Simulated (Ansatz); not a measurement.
**Question.** Name a neutral molecule of C, Ge, O, S and H with LUMO energy (B3LYP/def2-TZVPP) between -1.55 and -1.25 eV and HOMO–LUMO gap (PBE0/def2-TZVPP) between 4.95 and 5.25 eV (Ansatz, PBE0-D4/def2-TZVP geometry).

**Answer.** `CC(=S)[O][GeH3]` (-1.38 eV, 5.01 eV); `[CH3][GeH2][O]C=S` (-1.42 eV, 5.09 eV). Other molecules can fit too; these were computed, each in one conformer that needn't be the lowest.

B3LYP here is the variant with VWN-RPA as its local correlation; programs differ in this.
